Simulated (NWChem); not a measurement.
System: hydrogen bromide (HBr); SMILES Br

NWChem printed, in part:

```
             Northwest Computational Chemistry Package (NWChem) 7.3.0
             --------------------------------------------------------

 ORDER OF PRIMARY AXIS IS BEING SET TO 4
 C4V symmetry detected

                             Geometry "geometry" -> ""
                             -------------------------

 Output coordinates in angstroms (scale by  1.889725989 to convert to a.u.)

  No.       Tag          Charge          X              Y              Z
 ---- ---------------- ---------- -------------- -------------- --------------
    1 Br                  35.0000     0.00000000     0.00000000     0.03951019
    2 H                    1.0000     0.00000000     0.00000000    -1.38285681

 Effective nuclear repulsion energy (a.u.)      13.0213958247

      Symmetry information
      --------------------

 Group name             C4v
 Group number             18
 Group order               8
 No. of unique centers     2

                                 NWChem DFT Module
                                 -----------------

 Summary of "ao basis" -> "ao basis" (spherical)
 ------------------------------------------------------------------------------
       Tag                 Description            Shells   Functions and Types
 ---------------- ------------------------------  ------  ---------------------
 Br                          sto-3g                  8       18   4s3p1d
 H                           sto-3g                  1        1   1s

      Symmetry analysis of basis
      --------------------------

        a1          9
        a2          0
        b1          1
        b2          1
        e           8

            General Information
            -------------------
          SCF calculation type: DFT
          Wavefunction type:  closed shell.
          No. of atoms     :     2
          No. of electrons :    36
           Alpha electrons :    18
            Beta electrons :    18
          Charge           :     0
          Spin multiplicity:     1
          Use of symmetry is: on ; symmetry adaption is: on
          Maximum number of iterations: 150
          AO basis - number of functions:    19
                     number of shells:     9
          Convergence on energy requested:  1.00D-06
          Convergence on density requested:  1.00D-05
          Convergence on gradient requested:  5.00D-04

              XC Information
              --------------
                         B3LYP Method XC Potential
                     Hartree-Fock (Exact) Exchange  0.200
                        Slater Exchange Functional  0.800 local
                    Becke 1988 Exchange Functional  0.720 non-local
              Lee-Yang-Parr Correlation Functional  0.810
                  VWN I RPA Correlation Functional  0.190 local

             Grid Information
             ----------------
          Grid used for XC integration:  medium
          Radial quadrature: Mura-Knowles
          Angular quadrature: Lebedev.
          Tag              B.-S. Rad. Rad. Pts. Rad. Cut. Ang. Pts.
          ---              ---------- --------- --------- ---------
          Br                  1.15      112           6.0       590
          H                   0.35       45           6.0       434
          Grid pruning is: on
          Number of quadrature shells:   157
          Spatial weights used:  Erf1

      Superposition of Atomic Density Guess
      -------------------------------------

 Sum of atomic energies:       -2545.11215245

      Non-variational initial energy
      ------------------------------

 Total energy =   -2545.053065
 1-e energy   =   -3588.502955
 2-e energy   =    1030.428494
 HOMO         =      -0.277052
 LUMO         =       0.341391

      Symmetry analysis of molecular orbitals - initial
      -------------------------------------------------

 !! scf_movecs_sym_adapt:    2 vectors were symmetry contaminated

  Symmetry fudging
  Numbering of irreducible representations:

     1 a1          2 a2          3 b1          4 b2          5 e

  Orbital symmetries:

     1 a1          2 a1          3 a1          4 e           5 e
     6 a1          7 a1          8 e           9 e          10 a1
    11 e          12 e          13 b1         14 b2         15 a1
    16 a1         17 e          18 e          19 a1

     ---------------------------------------------
      Total Density - Mulliken Population Analysis
     ---------------------------------------------

    Atom       Charge   Shell Charges
 -----------   ------   -------------------------------------------------------
    1 Br  35    35.28   2.00  2.00  6.00  2.00  5.99  1.92  5.38 10.00
    2 H    1     0.72   0.72

   convergence    iter        energy       DeltaE   RMS-Dens  Diis-err
 ---------------- ----- ----------------- --------- --------- ---------
 d= 0,ls=0.0,diis     1  -2546.5458902866 -2.56D+03  4.36D-02  1.19D-01
 d= 0,ls=0.0,diis     2  -2546.5649245857 -1.90D-02  1.67D-02  2.92D-02
 d= 0,ls=0.0,diis     3  -2546.5729122089 -7.99D-03  1.25D-03  2.08D-04
 d= 0,ls=0.0,diis     4  -2546.5729692139 -5.70D-05  1.40D-05  1.84D-08
 d= 0,ls=0.0,diis     5  -2546.5729692192 -5.38D-09  3.18D-07  2.11D-11

         Total DFT energy =    -2546.572969219241
      One electron energy =    -3588.059106137453
           Coulomb energy =     1120.779430659007
    Exchange-Corr. energy =      -92.314689565494
 Nuclear repulsion energy =       13.021395824699

 Numeric. integr. density =       35.999997476609

                  Occupations of the irreducible representations
                  ----------------------------------------------

                     irrep           alpha         beta
                     --------     --------     --------
                     a1                8.0          8.0
                     a2                0.0          0.0
                     b1                1.0          1.0
                     b2                1.0          1.0
                     e                 8.0          8.0

                       DFT Final Molecular Orbital Analysis
                       ------------------------------------

 Vector   16  Occ=2.000000D+00  E=-3.571507D-01  Symmetry=a1
              MO Center= -6.3D-19, -2.8D-18, -1.1D-01, r^2= 1.6D+00
   Bfn.  Coefficient  Atom+Function         Bfn.  Coefficient  Atom+Function
  ----- ------------  ---------------      ----- ------------  ---------------
    13      0.615847  1 Br pz                10      0.556824  1 Br s
    19     -0.530505  2 H  s                  9     -0.214992  1 Br pz
     6     -0.111405  1 Br s                  5      0.071970  1 Br pz
     2      0.055866  1 Br s                 16      0.027927  1 Br d  0

 Vector   17  Occ=2.000000D+00  E=-1.964409D-01  Symmetry=e
              MO Center= -1.2D-18,  1.6D-17,  4.0D-02, r^2= 1.1D+00
   Bfn.  Coefficient  Atom+Function         Bfn.  Coefficient  Atom+Function
  ----- ------------  ---------------      ----- ------------  ---------------
    12      1.024262  1 Br py                 8     -0.313279  1 Br py
     4      0.104550  1 Br py                11     -0.059060  1 Br px

 Vector   18  Occ=2.000000D+00  E=-1.964409D-01  Symmetry=e
              MO Center= -2.5D-19,  3.7D-17,  4.0D-02, r^2= 1.1D+00
   Bfn.  Coefficient  Atom+Function         Bfn.  Coefficient  Atom+Function
  ----- ------------  ---------------      ----- ------------  ---------------
    11      1.024262  1 Br px                 7     -0.313279  1 Br px
     3      0.104550  1 Br px                12      0.059060  1 Br py

 Vector   19  Occ=0.000000D+00  E= 1.916391D-01  Symmetry=a1
              MO Center= -9.8D-19,  5.6D-19, -8.0D-01, r^2= 1.4D+00
   Bfn.  Coefficient  Atom+Function         Bfn.  Coefficient  Atom+Function
  ----- ------------  ---------------      ----- ------------  ---------------
    19      1.085086  2 H  s                 13      0.981115  1 Br pz
    10     -0.481168  1 Br s                  9     -0.246944  1 Br pz
     5      0.082053  1 Br pz                 6      0.049192  1 Br s
    16     -0.045791  1 Br d  0               2     -0.034763  1 Br s

     ---------------------------------------------
      Total Density - Mulliken Population Analysis
     ---------------------------------------------

    Atom       Charge   Shell Charges
 -----------   ------   -------------------------------------------------------
    1 Br  35    35.04   2.00  2.00  6.00  2.00  5.98  1.95  5.11 10.00
    2 H    1     0.96   0.96

     -------------------------------------------
      Total Density - Lowdin Population Analysis
     -------------------------------------------

    Atom       Charge   Shell Charges
 -----------   ------   -------------------------------------------------------
    1 Br  35    35.01   2.00  2.00  6.00  2.00  5.97  1.90  5.14 10.00
    2 H    1     0.99   0.99

     Multipole analysis of the density
     ---------------------------------

     L   x y z        total         alpha         beta         nuclear
     -   - - -        -----         -----         ----         -------
     0   0 0 0     -0.000000    -18.000000    -18.000000     36.000000

     1   1 0 0      0.000000      0.000000      0.000000      0.000000
     1   0 1 0      0.000000      0.000000      0.000000      0.000000
     1   0 0 1     -0.470113     -0.235056     -0.235056     -0.000000

     2   2 0 0    -12.952325     -6.476162     -6.476162      0.000000
     2   1 1 0     -0.000000     -0.000000     -0.000000      0.000000
     2   1 0 1     -0.000000     -0.000000     -0.000000      0.000000
     2   0 2 0    -12.952325     -6.476162     -6.476162      0.000000
     2   0 1 1     -0.000000     -0.000000     -0.000000      0.000000
     2   0 0 2    -11.113203     -9.068618     -9.068618      7.024033
```

Level: B3LYP/STO-3G. Coordinates come from a PBE0/def2-SVP optimisation.

**Question.** Which NWChem input produces such a log?

**Answer.** Several could match; the one computed here: the input that was run:
```
start job
memory heap 200 mb stack 900 mb global 1100 mb
geometry units angstroms noautoz
  Br     0.000000     0.000000     0.049320
  H      0.000000     0.000000    -1.373047
end
basis spherical
  * library sto-3g
end
dft
  xc b3lyp
  iterations 150
  mulliken
end
task dft energy
```
